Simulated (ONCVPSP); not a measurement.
# Before and after: ONCV potential for Zn (Z = 30)

* Element: Zn (Z = 30)
* Generator: ONCVPSP 4.0.1
* Type: optimised norm-conserving Vanderbilt (ONCV)
* Functional: PBEsol
* Relativity: scalar-relativistic
* Frozen core: [Ar]
* Valence charge: 12
* Reference configuration: 3d10 4s1.5 (charge +0.5)
* Partial waves: 4s: rc 2.20 bohr, ncon 3, nbas 7, qcut 3.3 1/bohr, 2 projectors, debl 2.6 Ha; p scattering state at 0.12 Ha: rc 2.25 bohr, ncon 4, nbas 7, qcut 4.4 1/bohr, 2 projectors, debl 0.6 Ha; 3d: rc 0.95 bohr, ncon 4, nbas 9, qcut 19.8 1/bohr, 2 projectors, debl 3.3 Ha; f scattering state at 0.13 Ha: rc 1.85 bohr, ncon 4, nbas 7, qcut 6.2 1/bohr, 2 projectors, debl 1.4 Ha
* Local potential: polynomial inside 0.60 bohr (lpopt 1, dvloc0 -1 Ha)
* Core correction: Teter function, fcfact 4, rcfact 1.4

In the p channel the program set the typed energies aside and used 0.050, 0.650 Ha.

Change: local potential polynomial inside 0.60 bohr (lpopt 1, dvloc0 8 Ha).

Cutoffs: the cutoffs (Ha) at which the residual kinetic energy of the hardest occupied pseudo-wave falls to 1 and 0.1 mHa per electron; they do not see the model core or the augmentation charge, which bear on the density cutoff. Errors are all-electron minus pseudo energies relative to the spin-unpolarised reference configuration.

**Question.** Predict the effect on cutoff, ghosts and configuration errors.

**Answer.** The potential gets neither clearly harder nor softer (128 Ha and 147 Ha → 128 Ha and 147 Ha); the bound ghosts move from p, s to s; the lowest positive-energy flag moves from f at 60.7 eV to p at 3.5 eV; the errors of the 4 common tests hardly move; the range in which the s phases agree widens (upper end 3.0 → 4.9). In the separable form a ghost depends on how the local part lies against the semilocal potential of the channel, so the choice of the local part can create or remove one.

```csv
quantity,base,changed
"cutoff, loose",128 Ha,128 Ha
"cutoff, tight",147 Ha,147 Ha
bound ghosts,"s, p",s
GHOST(+) flags under 300 eV,f at 60.7 eV,"p at 3.5 eV, f at 78.2 eV"
"error for 3d10 4s2, meV [ΔE -3.95 eV]",-1.4,-1.4
"error for 3d10 4s1, meV [ΔE 5.95 eV]",-2.4,-2.4
"error for 3d10 4s0, meV [ΔE 24.30 eV]",-22,-23
"error for 3d10 4s0 4p1, meV [ΔE 12.31 eV]",-16,-15
s: phases at 2.23 bohr within 0.05 rad from the reference energy up to (Ha; the scan ends near 5),3.0,4.9
p: phases at 2.28 bohr within 0.05 rad from the reference energy up to (Ha; the scan ends near 5),2.9,3.2
d: phases at 0.96 bohr within 0.05 rad from the reference energy up to (Ha; the scan ends near 5),to the end of the scan,to the end of the scan
f: phases at 1.88 bohr within 0.05 rad from the reference energy up to (Ha; the scan ends near 5),2.2,2.8
"rms error of d²Exc/dni dnj with the model core, mHa",2.88,2.88
```

 A true bound ghost makes a file unfit for plane-wave use even where its test errors are small: the radial tests pick states by their node count and pass the ghost by.
